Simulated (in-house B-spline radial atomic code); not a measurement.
A fraction x of an electron is removed from 3d in the vanadium ion V⁴⁺, starting from [Ar] 3d1 and keeping the highest spin. Computed with a radial B-spline atomic code at the basis-set limit: non-relativistic BP86, spin-polarised, spherical fractional occupations, point nucleus.

```tsv
x	E(x) - E(0) (eV)	3d up level (eV)
0	0.0000	-56.051
0.08	4.5450	-57.576
0.25	14.6112	-60.860
0.33	19.5425	-62.424
0.45	27.1751	-64.792
0.5	30.4396	-65.787
0.58	35.7664	-67.387
0.64	39.8459	-68.595
0.86	55.4285	-73.079
0.9	58.3682	-73.904
1	65.8620	-
```

The exact functional would give a straight line between the two integer points. Deviations E(x) - E(0) - x[E(1) - E(0)], in eV: -0.724 at x = 0.08, -1.854 at x = 0.25, -2.192 at x = 0.33, -2.463 at x = 0.45, -2.491 at x = 0.5, -2.434 at x = 0.58, -2.306 at x = 0.64, -1.213 at x = 0.86, -0.908 at x = 0.9.

The curve lies below the straight line by up to 2.491 eV (at x = 0.5): convex, the delocalisation error that favours fractional charges.

(1) How well does Slater's transition state (minus the level at half occupation) give the ionisation energy?

## Answers

(1) It gives 65.787 eV against 65.862 eV from the two total energies; NIST lists 65.28 eV, ground level to ground level.
